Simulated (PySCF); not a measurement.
A PySCF script (with the pyscf-properties extension) for the NMR shieldings of `InChI=1S/C3H4F.C2H6S.Al.2H/c4-3-1-2-3;1-3-2;;;/h1,3H,2H2;1-2H3;;;/t3-;;;;/m1..../s1`, on a GFN2-xTB geometry:

```python
import basis_set_exchange as bse
import numpy as np
from pyscf import gto, dft
from pyscf.prop import nmr

atoms = """
C    -2.652192    1.242879   -0.134628
S    -1.726729    0.120912   -1.205814
C    -1.814191   -1.409098   -0.237412
Al    0.366336    0.888432   -0.129100
C     1.648489   -0.464260   -0.926755
C     2.405337   -1.003494    0.276846
C     2.772198    0.299369   -0.307943
F     2.275421    1.401264    0.427533
H    -2.073765    1.460247    0.762683
H    -2.813209    2.156260   -0.697726
H    -3.605786    0.789322    0.117235
H    -1.375353   -2.190899   -0.848803
H    -2.854339   -1.639806   -0.029737
H    -1.247522   -1.296738    0.686132
H    -0.086495    0.547191    1.345764
H     0.136318    2.309877   -0.733285
H     1.894694   -0.954234   -1.864893
H     1.915842   -0.967121    1.244715
H     3.094367   -1.828442    0.159090
H     3.735432    0.549018   -0.726331
"""
names = dict.fromkeys(["C", "S", "Al", "F", "H"], "pcSseg-1")
basis = {el: gto.basis.parse(bse.get_basis(n, elements=[el], fmt="nwchem")) for el, n in names.items()}
mol = gto.M(atom=atoms, basis=basis, charge=0, verbose=0)
mf = dft.RKS(mol, xc="PBE0")
mf.grids.level = 2
mf.grids.alignment = dft.numint.BLKSIZE   # the property module wants whole blocks of grid points
mf.conv_tol = 1e-9
mf.kernel()

calc = nmr.RKS(mf)   # GIAO
C = mf.mo_coeff
Co = C[:, mf.mo_occ > 0]
resp = mf.gen_response(singlet=True, hermi=2)
def vind(x):   # induced exchange potential for any number of trial vectors
    d = np.einsum("pi,xij,qj->xpq", C, 2 * x.reshape(-1, C.shape[1], Co.shape[1]), Co, optimize=True)
    return np.einsum("xpq,pi,qj->xij", resp(d - d.transpose(0, 2, 1)), C, Co, optimize=True).ravel()
mo1, _ = nmr.rhf.solve_mo1(calc, with_cphf=vind)
sigma = calc.kernel(mo1)
for i, s in enumerate(sigma):   # ppm
    print("%2d %-2s %9.2f" % (i, mol.atom_pure_symbol(i), np.trace(s) / 3))
```

**Question.** What does it print?

**Answer.** 
```
 0 C     161.25
 1 S     614.68
 2 C     159.43
 3 Al    437.88
 4 C     184.19
 5 C     172.45
 6 C     101.30
 7 F     380.28
 8 H      28.85
 9 H      29.56
10 H      29.98
11 H      29.35
12 H      29.78
13 H      28.74
14 H      28.34
15 H      27.70
16 H      31.83
17 H      30.51
18 H      30.87
19 H      26.24
```

These numbers come from an equivalent density-fitted implementation of the same equations, which agrees with the script to about 0.01 ppm for H and up to a few tenths of a ppm for heavy atoms, so last digits may differ.

Size and cost of the density-fitted run: 210 basis functions, 55 s wall time on 1 thread of an Arm Neoverse V1, shared host; peak memory 0.98 GiB.
